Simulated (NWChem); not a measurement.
# C₃H₆OSi; SMILES C1[SiH2]OCC=1

```xyz
11

C      0.6325     1.3336     0.0000
C      1.3462     0.1966     0.0000
Si     0.1044    -1.1913     0.0000
O     -1.2240    -0.1562     0.0000
C     -0.8646     1.2010     0.0000
H      1.0743     2.3379     0.0000
H      2.4385     0.1952     0.0000
H      0.1167    -2.0734     1.2063
H      0.1167    -2.0734    -1.2063
H     -1.2943     1.7091    -0.8858
H     -1.2943     1.7091     0.8858
```
Atoms are numbered in this order, from 1.

Computed with NWChem. Structure relaxed at the PBE0/def2-SVP level. Level: PBE0/def2-SVP with SMD (1 M gas to 1 M solution), gas-phase geometry. Reactions with the solvent are ignored.

**Question.** What does the run give for solvent toluene? Quantities: solvation free energy (kcal/mol); cavity-dispersion-structure term (kcal/mol); dipole in solution (D).

**Answer.** The solvation free energy (kcal/mol) is -3.0. The cavity-dispersion-structure term (kcal/mol) is -1.4. The dipole in solution (D) is 2.05.
